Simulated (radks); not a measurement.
All-electron atom: F4+ in [He] 2s2 2p1.

All-electron calculation, Dirac Kohn-Sham, LDA (Slater exchange, Perdew-Wang correlation), spin-unpolarised, spherical densities, finite nucleus; open shells fill j = l - 1/2 first; Fermi nuclear charge, rms radius 2.8976 fm. Program: a radial shooting solver on a logarithmic mesh with Libxc functionals.

Energy parts (hartree):
| part | energy |
|---|---|
| total | -91.66941 |
| kinetic | 91.59698 |
| electron-nucleus | -201.20336 |
| Hartree | 24.95067 |
| exchange-correlation | -7.01370 |

Orbitals (lengths in bohr, moments of r in powers of bohr; <r^-3> diverges for s and p1/2; r(max) is where P^2 peaks; r(90%) holds 90 % of the orbital's charge):
| orbital | occ. | eigenvalue (hartree) | <r^-3> | r(max) | r(90%) | <r^2> | small-component weight |
|---|---|---|---|---|---|---|---|
| 1s1/2 | 2 | -28.38782 | - | 0.1148 | 0.316 | 0.04207 | 9.83e-04 |
| 2s1/2 | 2 | -4.26981 | - | 0.7000 | 1.30 | 0.8336 | 1.60e-04 |
| 2p1/2 | 1 | -3.65318 | - | 0.5926 | 1.26 | 0.7289 | 1.48e-04 |
| 2p3/2 | 0 | -3.64887 | 13.75 | 0.5934 | 1.26 | 0.7306 | 1.48e-04 |
| 3s1/2 | 0 | -1.41439 | - | 2.040 | 3.22 | 5.539 | 5.04e-05 |
| 3p1/2 | 0 | -1.25294 | - | 2.065 | 3.34 | 5.822 | 4.64e-05 |
| 3p3/2 | 0 | -1.25202 | 2.901 | 2.067 | 3.34 | 5.831 | 4.64e-05 |

The highest occupied level is 2p1/2 at -99.408 eV. The density falls to 0.001 e/bohr^3 at r = 2.07 bohr. The electron density at the nucleus is 471.2 e/bohr^3.
